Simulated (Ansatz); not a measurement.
A run for Ansatz (an electronic-structure program): R-wB97X-V/def2-TZVPP on C6H6 (SMILES C#CCCC#C).

Ansatz 0.2 input:
```yaml
crystal:
  periodic: [false, false, false]
  atoms:
    - {symbol: C, position_ang: [-2.29737542, 1.03290008, -0.34495008]}
    - {symbol: C, position_ang: [-1.54423601, 0.12901893, -0.11240828]}
    - {symbol: C, position_ang: [-0.61849493, -0.95270254, 0.18872791]}
    - {symbol: C, position_ang: [0.72938571, -0.45992587, 0.76303757]}
    - {symbol: C, position_ang: [1.50915736, 0.31749913, -0.18846927]}
    - {symbol: C, position_ang: [2.14188212, 0.94730292, -0.98928263]}
    - {symbol: H, position_ang: [-2.96257160, 1.83284662, -0.55808158]}
    - {symbol: H, position_ang: [-1.07676421, -1.62857355, 0.91571305]}
    - {symbol: H, position_ang: [-0.43029253, -1.53667115, -0.71545253]}
    - {symbol: H, position_ang: [1.30914291, -1.33147437, 1.07863902]}
    - {symbol: H, position_ang: [0.54006848, 0.13837372, 1.65756481]}
    - {symbol: H, position_ang: [2.69999812, 1.51130607, -1.69513798]}
basis:
  gaussian:
    orbitals: def2-TZVPP
hamiltonian:
  xc: {name: wB97X-V}
scf: {lower_state_search: off}
```

It printed:

```
WARN ansatz: RAYON_NUM_THREADS=4 ignored (pool sized by the plan → 4); use --threads N
Functional definition: wB97X-V
these checks for a lower state are left out or cut short: stability, starts, cluster_reference, orbital_swaps, neighbouring_geometries, increment
integrals: 0.25 GiB planned
1434 factors; their error is unknown
integrals: 0.29 GiB planned
360 factors; integrals over basis functions are off by at most 8.0e-6 eV
mean field: 2.26 GiB planned
mean field evaluation 1: about -6311.6047 eV, gradient 4.5e1 eV
mean field evaluation 2: about -6314.9432 eV, gradient 2.5e1 eV
mean field evaluation 4: about -6316.3149 eV, gradient 3.0e0 eV
mean field evaluation 8: about -6316.3453 eV, gradient 7.3e-2 eV
mean field evaluation 16: about -6316.3309 eV, gradient 1.3e-4 eV
mean field -6316.33088947 eV, -232.1208788253 hartree, gradient 2.1e-6 eV, S^2 0.000000; 0 other end points of the search recorded, 0 dependent functions left out
reference -6316.33088734 eV, -232.1208787468 hartree; 21, 21 occupied and 249, 249 virtual orbitals, 1434 factors
Total energy: -6316.33088734 eV, -232.1208787468 hartree
Checks for a lower state left out: stability, starts, cluster_reference, orbital_swaps, neighbouring_geometries, increment
```

Self-consistency was reached.

Cost: around 17 core-seconds (rough).
